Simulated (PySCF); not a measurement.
Work out the structure from these simulated measurements.

Elements present: C, H, N, O and Si. Monoisotopic mass: 145.0379 u.

| Quantity | Value |
| --- | --- |
| Valence photoelectron | vertical ionisation energy: 9.16 eV [ΔSCF B3LYP/def2-SVPD] |
| Triplet | lowest triplet excitation (Tamm–Dancoff): 5.04 eV [TDA B3LYP/def2-SVPD] |
| UV, strongest line | among the 10 lowest singlet transitions: S7 at 6.91 eV (179 nm, f = 0.110) [TDDFT B3LYP/def2-SVPD] |
| 13C NMR | chemical shifts (computed TMS as zero) by class: 177.1 (1 C), 24.0 (1 C), -0.7 (2 C) ppm [GIAO PBE0/pcSseg-1] |
| Dipole | 3.13 D [B3LYP/def2-SVPD] |
| Rotational structure | rotational constants A, B, C: 2.998, 0.802, 0.781 GHz [PBE0-D3(BJ)/def2-SVP] |
| NMR, other nuclei | isotropic shieldings of nuclei other than C and H, by class: 135 (1 N), -135 (1 O), 360 (1 Si), 384 (1 Si) ppm [GIAO PBE0/pcSseg-1] |
| UV, first state | lowest singlet excitation: 5.50 eV (225 nm, f = 0.001) [TDDFT B3LYP/def2-SVPD] |
| XPS | Si2p3/2 106.4, Si2p3/2 106.7, C1s 289.5 (×2), C1s 291.1, C1s 293.6, N1s 405.1, O1s 536.8, Si1s 1846.2, Si1s 1846.6 eV [ΔSCF SCAN, pcX-2 on the ionised atom, pcseg-1 elsewhere, spin-free X2C, 2p3/2 from a spin–orbit splitting computed afterwards within the 2p shell] |

Gas-phase values; electronic properties from PySCF, density fitting. Levels stand in brackets. One conformer (not necessarily the lowest) at the PBE0-D3(BJ)/def2-SVP geometry, without solvent, vibrations or thermal averaging. NMR values are class means; diastereotopic atoms form classes of their own.

Task: Which formula fits the mass and the elements?

Result: C4H11NOSi2 (calculated 145.0379). No other formula that holds each of these elements comes within 0.0003 u with a fitting electron parity and a possible valence count.

Task: Give a SMILES that accounts for the data.

Result: Numbering: `[CH3:1][C:2](=[O:3])[NH:4][SiH:5]1[CH2:6][SiH2:7][CH2:8]1`. Its formula, C4H11NOSi2, gives 2 degrees of unsaturation: 1 ring and 1 π bond in the structure found. 4 carbons fall into 3 classes; from least to most shielded: amide carbonyl carbon [C2] (177.1 ppm), methyl carbon next to a carbonyl [C1] (24.0 ppm), ring sp3 carbon bound to silicon [C6/C8] (-0.7 ppm, 2 C, up to 4.3 ppm apart in this geometry). The other shieldings belong to: 135 ppm, amide nitrogen [N4]; -135 ppm, amide oxygen [O3]; 360 ppm, SiH silicon [Si5]; 384 ppm, SiH2 silicon [Si7]. The core levels belong to: Si2p3/2 106.4 eV, SiH2 silicon [Si7]; Si2p3/2 106.7 eV, SiH silicon [Si5]; C1s 289.5 eV, sp3 carbon bound to silicon [C6/C8]; C1s 291.1 eV, methyl carbon next to a carbonyl [C1]; C1s 293.6 eV, amide carbonyl carbon [C2]; N1s 405.1 eV, amide nitrogen [N4]; O1s 536.8 eV, amide oxygen [O3]; Si1s 1846.2 eV, SiH2 silicon [Si7]; Si1s 1846.6 eV, SiH silicon [Si5]. One atom of each topological class was ionised and stands for its class. The first electron is taken from the HOMO, whose largest Löwdin shares are 0.49 on the amide oxygen, 0.11 on an sp3 carbon bound to silicon, 0.09 on the amide nitrogen and 0.07 on the amide carbonyl carbon. The optimised geometry has point group C1 and is an asymmetric top. Structure: `CC(=O)N[SiH]1C[SiH2]C1`. Computed isomers that give other values at the same levels: `CC(=O)NC1[SiH2]C[SiH2]1` (13C chemical shifts (computed TMS as zero) by class: 173.5 (1 C), 27.9 (1 C), 22.6 (1 C), -5.2 (1 C) ppm); `C/N=C/[Si@H]1CC[SiH2]O1` (13C chemical shifts (computed TMS as zero) by class: 183.7 (1 C), 57.7 (1 C), 9.0 (1 C), 8.3 (1 C) ppm); `C[C@@H](C#N)O[SiH2]C[SiH3]` (core binding energies: Si2p3/2 106.7, Si2p3/2 107.5, C1s 290.1, C1s 291.3, C1s 292.2, C1s 293.8, N1s 405.1, O1s 538.4, Si1s 1846.4, Si1s 1847.4 eV). The assignments are read from this structure; whether some other isomer fits the data as well wasn't checked.

Conformer computed: `[CH3:1][C:2](=[O:3])[NH:4][SiH:5]1[CH2:6][SiH2:7][CH2:8]1`: C1–C2–N4–Si5 180°, C2–N4–Si5–C6 168°.
